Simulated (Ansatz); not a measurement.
A nudged elastic band was laid between two geometries of CH₆Sn (8 atoms, charge 0, multiplicity 1).

Level of theory: Ansatz, RKS B3LYP/def2-SVP.

| Item | Value |
| --- | --- |
| movable images | 7 |
| climbing image | yes |
| spring | 5.0 eV/Å² |
| optimiser | quadratic models (default) |
| start path | through a guess of the saddle point |
| force threshold | 0.05 eV/Å |
| iteration limit | 60 |
| end points | relaxed |

First end point:

```xyz
8
Properties=species:S:1:pos:R:3
Sn 0.219 -0.032 0.157
H 0.309 -0.109 1.875
H 1.826 -0.013 -0.463
H -0.552 1.444 -0.283
C -0.890 -1.729 -0.632
H -1.511 -2.173 0.160
H -1.542 -1.402 -1.455
H -0.193 -2.491 -1.009
```

Last end point:

```xyz
8
Properties=species:S:1:pos:R:3
Sn 0.273 0.193 -1.088
H 0.914 -0.003 1.416
H 1.581 -0.190 1.085
H -0.822 1.156 -0.040
C -0.903 -1.682 -0.783
H -1.135 -1.864 0.278
H -1.863 -1.561 -1.316
H -0.380 -2.554 -1.202
```

Q: Which bonds break or form, and what moves?

A: Bonds broken: Sn1–H2, Sn1–H3. Bonds formed: H2–H3. CH6Sn becomes CH4Sn + H2.

Q: What energy profile does the band end with?

A: The run converged. The highest image is number 4 of 0 to 8, 204.9 kJ/mol above the first end and 134.2 kJ/mol above the last; the last end lies 70.7 kJ/mol above the first. A structure lower than the first end lies on the path between it and the top, so the climb from that side starts below the end, which may itself be a saddle point or a shallow side well. A vibrational analysis at the climbing image gives one clearly imaginary mode, 1265i cm⁻¹: a first-order saddle point. The orbitals stay closed-shell, which can raise the energy where a bond breaks towards radicals; this wasn't checked here.

```json
{"image": "0", "path coordinate (Å)": "0.00", "energy (kJ/mol)": "0.0", "Sn1–H2 (Å)": "1.72", "Sn1–H3 (Å)": "1.72", "H2–H3 (Å)": "2.79"}
{"image": "1", "path coordinate (Å)": "0.58", "energy (kJ/mol)": "-1.3", "Sn1–H2 (Å)": "1.72", "Sn1–H3 (Å)": "1.72", "H2–H3 (Å)": "2.80"}
{"image": "2", "path coordinate (Å)": "1.16", "energy (kJ/mol)": "11.2", "Sn1–H2 (Å)": "1.71", "Sn1–H3 (Å)": "1.71", "H2–H3 (Å)": "2.57"}
{"image": "3", "path coordinate (Å)": "1.74", "energy (kJ/mol)": "101.3", "Sn1–H2 (Å)": "1.73", "Sn1–H3 (Å)": "1.69", "H2–H3 (Å)": "1.99"}
{"image": "4", "path coordinate (Å)": "2.33", "energy (kJ/mol)": "204.9", "Sn1–H2 (Å)": "1.93", "Sn1–H3 (Å)": "1.74", "H2–H3 (Å)": "1.38"}
{"image": "5", "path coordinate (Å)": "2.88", "energy (kJ/mol)": "91.1", "Sn1–H2 (Å)": "2.23", "Sn1–H3 (Å)": "2.07", "H2–H3 (Å)": "0.82"}
{"image": "6", "path coordinate (Å)": "3.43", "energy (kJ/mol)": "72.2", "Sn1–H2 (Å)": "2.55", "Sn1–H3 (Å)": "2.50", "H2–H3 (Å)": "0.77"}
{"image": "7", "path coordinate (Å)": "3.98", "energy (kJ/mol)": "71.1", "Sn1–H2 (Å)": "2.58", "Sn1–H3 (Å)": "2.54", "H2–H3 (Å)": "0.77"}
{"image": "8", "path coordinate (Å)": "4.54", "energy (kJ/mol)": "70.7", "Sn1–H2 (Å)": "2.59", "Sn1–H3 (Å)": "2.56", "H2–H3 (Å)": "0.77"}
```

Q: What is the geometry of the highest image?

A: 
```xyz
8
Properties=species:S:1:pos:R:3
Sn 0.148 0.183 -0.522
H 0.845 -0.336 1.204
H 1.725 0.031 0.210
H -0.740 1.390 0.337
C -0.949 -1.710 -0.695
H -1.751 -1.747 0.053
H -1.369 -1.781 -1.707
H -0.244 -2.537 -0.531
```

The band took 19 iterations and roughly 5 core-minutes.

Run time: 5.2 min on 1 thread of Arm Neoverse V2, with other jobs on the host, peak memory 0.14 GiB.
